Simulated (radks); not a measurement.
The numbers below are computed, except where a source is named.
Ga5+, 26 electrons, occupied as [Ar] 3d8. Level of theory: non-relativistic Kohn-Sham, PBE, spin-polarised, spherical densities, point nucleus; open shells are filled with parallel spins first (a radial shooting solver on a logarithmic mesh with Libxc functionals).

Normalised radial functions P(r) = r R(r), r in bohr:

| r | 3p up |
|---|---|
| 0.005886 | 0.0106 |
| 0.007423 | 0.0165 |
| 0.009437 | 0.0258 |
| 0.0119 | 0.0396 |
| 0.01501 | 0.0600 |
| 0.01893 | 0.0898 |
| 0.02406 | 0.1340 |
| 0.03035 | 0.1933 |
| 0.03827 | 0.2720 |
| 0.04826 | 0.3703 |
| 0.06135 | 0.4875 |
| 0.07737 | 0.6011 |
| 0.09758 | 0.6879 |
| 0.1231 | 0.7069 |
| 0.1564 | 0.6042 |
| 0.1973 | 0.3488 |
| 0.2488 | -0.0588 |
| 0.3163 | -0.5716 |
| 0.3989 | -1.0264 |
| 0.503 | -1.2964 |
| 0.6344 | -1.2977 |
| 0.8064 | -1.0493 |
| 1.017 | -0.6944 |
| 1.283 | -0.3667 |
| 1.617 | -0.1487 |
| 2.056 | -0.0415 |
| 2.593 | -0.0079 |

3p up: eigenvalue -182.85 eV, 1 radial node at r = 0.242 bohr, <r> = 0.664 bohr, 90 % of the charge inside 1.01 bohr.
